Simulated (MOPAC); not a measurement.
Input file for MOPAC: PM6 on Be2+, 2S+1 = 2, a spin state set in the input, which need not be the lowest, a point of a bond scan (R = 2.236 Å). Charge +1.

```
PM6 1SCF PRECISE CHARGE=1 UHF MS=0.5 THREADS=1
Be2

Be     0.00000000 1     0.00000000 1     0.00000000 1
Be     0.00000000 1     0.00000000 1     2.23610600 1
```

The log:

```
*******************************************************************************
 **                                                                           **
 **                              MOPAC v23.2.5                                **
 **                                                                           **
 *******************************************************************************
 ** MOPAC's Digital Object Identifier: https://doi.org/10.5281/zenodo.6511958 **
 **                                                                           **
 ** Please cite the open-source release paper for use of this MOPAC version:  **
 ** J. E. Moussa and J. J. P. Stewart (2026)                                  **
 ** MOPAC: An open-source semiempirical molecular orbital program             **
 ** J. Open Source Softw., 11(119), 8025, https://doi.org/10.21105/joss.08025 **
 *******************************************************************************

                              PM6 CALCULATION RESULTS

 *******************************************************************************
 *  PM6        - The PM6 Hamiltonian to be used
 *  UHF        - UNRESTRICTED HARTREE-FOCK CALCULATION
 *
 *
 *
 *                 CHARGE ON SYSTEM = +1
 *
 *
 *
 *  MS=        - IN MECI, MAGNETIC COMPONENT OF SPIN =  0.5
 *  PRECISE    - TIGHTER CRITERIA TO BE USED
 *  1SCF       - DO 1 SCF AND THEN STOP
 *  THREADS=1  - MULTI-THREADING NOT USED
 *  T=         - A TIME OF 172800.0 SECONDS REQUESTED
 *  DUMP=N     - RESTART FILE WRITTEN EVERY 7200.0 SECONDS REQUESTED
 *******************************************************************************
PM6 1SCF PRECISE CHARGE=1 UHF MS=0.5 THREADS=1
 Be2

   ATOM   CHEMICAL          X               Y               Z
  NUMBER   SYMBOL      (ANGSTROMS)     (ANGSTROMS)     (ANGSTROMS)

     1      Be          0.00000000  *   0.00000000  *   0.00000000  *
     2      Be          0.00000000  *   0.00000000  *   2.23610600  *



          CARTESIAN COORDINATES

    NO.       ATOM           X           Y           Z

     1        Be          0.0000      0.0000      0.0000
     2        Be          0.0000      0.0000      2.2361

 General Reference for PM6:
 "Optimization of Parameters for Semiempirical Methods V: Modification of NDDO Approximations
 and Application to 70 Elements", J. J. P. Stewart, J. Mol. Mod., 13, 1173-1213 (2007)
 URL: https://link.springer.com/article/10.1007/s00894-007-0233-4

           Empirical Formula: Be2  =     2 atoms



      MOLECULAR POINT GROUP   :   D*h


          UHF CALCULATION, NO. OF ALPHA ELECTRONS =    2
                           NO. OF BETA  ELECTRONS =    1

 -------------------------------------------------------------------------------
 PM6 1SCF PRECISE CHARGE=1 UHF MS=0.5 THREADS=1
 Be2



     1SCF WAS SPECIFIED, SO BFGS WAS NOT USED
     SCF FIELD WAS ACHIEVED


                              PM6 CALCULATION
                                                       MOPAC v23.2.5 Linux




          FINAL HEAT OF FORMATION =        309.87950 KCAL/MOL =    1296.53582 KJ/MOL


          COSMO AREA              =         90.35 SQUARE ANGSTROMS
          COSMO VOLUME            =         75.35 CUBIC ANGSTROMS

          IONIZATION POTENTIAL    =         13.394211 EV
          ALPHA SOMO LUMO (EV)    =        -13.394 -6.227
          BETA  SOMO LUMO (EV)    =        -16.131 -6.396
          NO. OF ALPHA ELECTRONS  =          2
          NO. OF BETA  ELECTRONS  =          1
          MOLECULAR WEIGHT        =         18.0244         POINT GROUP:  D*h

          MOLECULAR DIMENSIONS (Angstroms)

            Atom       Atom       Distance
           Be     2   Be     1     2.23611
           Be     2   Be     1     0.00000
           Be     1   Be     2     0.00000


          SCF CALCULATIONS        =          1





   ATOM   CHEMICAL          X               Y               Z
  NUMBER   SYMBOL      (ANGSTROMS)     (ANGSTROMS)     (ANGSTROMS)

     1      Be          0.00000000  *   0.00000000  *   0.00000000  *
     2      Be          0.00000000  *   0.00000000  *   2.23610600  *

                             CARTESIAN COORDINATES

   1   Be        0.000000000     0.000000000     0.000000000
   2   Be        0.000000000     0.000000000     2.236106000


           Empirical Formula: Be2  =     2 atoms



      MOLECULAR POINT GROUP   :   D*h


          ALPHA EIGENVALUES
 -15.52058 -13.39421  -6.22663  -4.45468  -4.45468  -3.20331  -3.20331  -2.22912


           BETA EIGENVALUES
 -16.13070  -6.39587  -4.25774  -3.63051  -3.63051  -2.46597  -2.19675  -2.19675


              NET ATOMIC CHARGES AND DIPOLE CONTRIBUTIONS

  ATOM NO.   TYPE          CHARGE      No. of ELECS.   s-Pop       p-Pop
    1         Be           0.500000        1.5000     1.29473     0.20527
    2         Be           0.500000        1.5000     1.29473     0.20527
 DIPOLE           X         Y         Z       TOTAL
 POINT-CHG.     0.000     0.000     0.000     0.000
 HYBRID         0.000     0.000    -0.000     0.000
 SUM            0.000     0.000    -0.000     0.000


          ATOMIC ORBITAL ELECTRON POPULATIONS

     Atom    s        px        py        pz
    1 Be   1.29473   0.00000   0.00000   0.20527
    2 Be   1.29473   0.00000   0.00000   0.20527


                    (SZ)    =    0.500000
                    (S**2)  =    0.921304


          ATOMIC ORBITAL SPIN POPULATIONS

    Atom   Total    s     px     py     pz
         Atomic
    1 Be  0.5000  0.588  0.000  0.000 -0.088
    2 Be  0.5000  0.588  0.000  0.000 -0.088

 **********************
 *                    *
 * JOB ENDED NORMALLY *
 *                    *
 **********************




 == MOPAC DONE ==
```

The run finished. Its determinant has ⟨S²⟩ = 0.92, a mixture of spin states.

Cost: roughly 0.020 core-seconds.
